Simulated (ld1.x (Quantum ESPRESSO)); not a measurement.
## Transferability test, TM potential for C (Z = 6)

| Quantity | Value |
| --- | --- |
| Element | C (Z = 6) |
| Generator | ld1.x (Quantum ESPRESSO) 7.5 |
| Type | norm-conserving Troullier–Martins (Kleinman–Bylander form) |
| Functional | PBE |
| Relativity | non-relativistic |
| Frozen core | [He] |
| Valence charge | 4 |
| Reference configuration | 2s2 2p2 |
| Partial waves | 2s (bound): rc 1.10 bohr; 3d channel at 0.4 Ry: rc 3.35 bohr; 2p (bound): rc 3.20 bohr |
| Local potential | the p channel |
| Core correction | Bessel-smoothed model core inside 1.05 bohr |

Energies are relative to the spin-unpolarised reference configuration 2s2 2p2; without spin polarisation the order of configurations can differ from experiment. The frozen-core shift is the all-electron ΔE with the core orbitals held at their reference shape minus the fully relaxed ΔE.

```json
{"valence configuration": "2s2 2p0", "charge": "+2", "ΔE all-electron (eV)": "35.025", "error AE − PS (meV)": "+1339", "frozen-core shift (meV)": "+2.8"}
{"valence configuration": "2s2 2p1.5", "charge": "+0.5", "ΔE all-electron (eV)": "3.965", "error AE − PS (meV)": "+17", "frozen-core shift (meV)": "0.0"}
{"valence configuration": "2s1 2p3", "charge": "0", "ΔE all-electron (eV)": "8.463", "error AE − PS (meV)": "-47", "frozen-core shift (meV)": "+0.4"}
{"valence configuration": "2s2 2p2.3", "charge": "-0.3", "ΔE all-electron (eV)": "-1.159", "error AE − PS (meV)": "-1.0", "frozen-core shift (meV)": "0.0"}
{"valence configuration": "2s1 2p2", "charge": "+1", "ΔE all-electron (eV)": "19.602", "error AE − PS (meV)": "-224", "frozen-core shift (meV)": "+0.7"}
```

**Question.** What are ΔE and the potential's error for 2s2 2p1?

**Answer.** ΔE = 10.865 eV all-electron; the error (AE − PS) is +142 meV.

**Question.** What are ΔE and the potential's error for 2s1 2p0?

**Answer.** ΔE = 83.198 eV all-electron; the error (AE − PS) is +2578 meV.
